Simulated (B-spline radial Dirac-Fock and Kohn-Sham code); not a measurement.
Two-hole binding energies of Xe⁶⁺

System: Xe⁶⁺, configuration [Kr] 4d10 5s2, inside a Watson sphere of charge -6 and radius 1.8 Å (a model of the Madelung potential; inside it an electron's potential energy is raised by 48.0 eV).

Input file task.json (cfg lists n, l and occupation; rrms is the nuclear radius in fm):

```json
{"items": [{
  "Z": 54,
  "q": 6,
  "cfg": [[1, 0, 2], [2, 0, 2], [2, 1, 6], [3, 0, 2], [3, 1, 6], [3, 2, 10], [4, 0, 2], [4, 1, 6], [4, 2, 10], [5, 0, 2]],
  "A": 132,
  "rrms": 4.7859,
  "watson": [-6, 1.8],
  "do": ["binding", "quiet", "double"]
}]}
```

Run with: `python xray_run.py task.json out`

Method: Dirac-Fock (average of configuration) total-energy differences with a finite nucleus, the Breit interaction including its frequency dependence, and self-energy and vacuum-polarisation corrections. Computed with a radial atomic solver. U is the two-hole binding energy less the two single-hole energies, the effective repulsion of the holes after relaxation. Each two-hole energy is an average over J within one jj subconfiguration.

| holes | E(a) (eV) | E(b) (eV) | E(ab) (eV) | U (eV) |
| --- | --- | --- | --- | --- |
| 1s⁻¹ 2p3/2⁻¹ | 34598.3 | 4820.8 | 39654.9 | 235.8 |
| 2s⁻² | 5492.5 | 5492.5 | 11136.6 | 151.6 |
| 2p1/2⁻² | 5141.3 | 5141.3 | 10470.4 | 187.9 |
| 2s⁻¹ 2p3/2⁻¹ | 5492.5 | 4820.8 | 10451.4 | 138.2 |
| 2p3/2⁻² | 4820.8 | 4820.8 | 9808.6 | 167.1 |
| 2s⁻¹ 3p1/2⁻¹ | 5492.5 | 1038.0 | 6599.3 | 68.9 |
| 2s⁻¹ 3p3/2⁻¹ | 5492.5 | 975.8 | 6534.8 | 66.5 |
| 2s⁻¹ 3d3/2⁻¹ | 5492.5 | 721.9 | 6286.7 | 72.3 |
| 2s⁻¹ 3d5/2⁻¹ | 5492.5 | 709.2 | ? | ? |
| 2p1/2⁻¹ 3p3/2⁻¹ | 5141.3 | 975.8 | 6185.9 | 68.9 |
| 2p1/2⁻¹ 3d3/2⁻¹ | 5141.3 | 721.9 | 5933.8 | 70.7 |
| 2p3/2⁻¹ 3d3/2⁻¹ | 4820.8 | 721.9 | 5616.2 | 73.6 |
| 3p1/2⁻² | 1038.0 | 1038.0 | 2133.0 | 57.1 |
| 4d3/2⁻¹ 4d5/2⁻¹ | 98.40 | 96.40 | 218.7 | 23.9 |

Question: Give the missing two-hole energy and U.

Answer: E(ab) = 6273.0 eV and U = 71.3 eV.
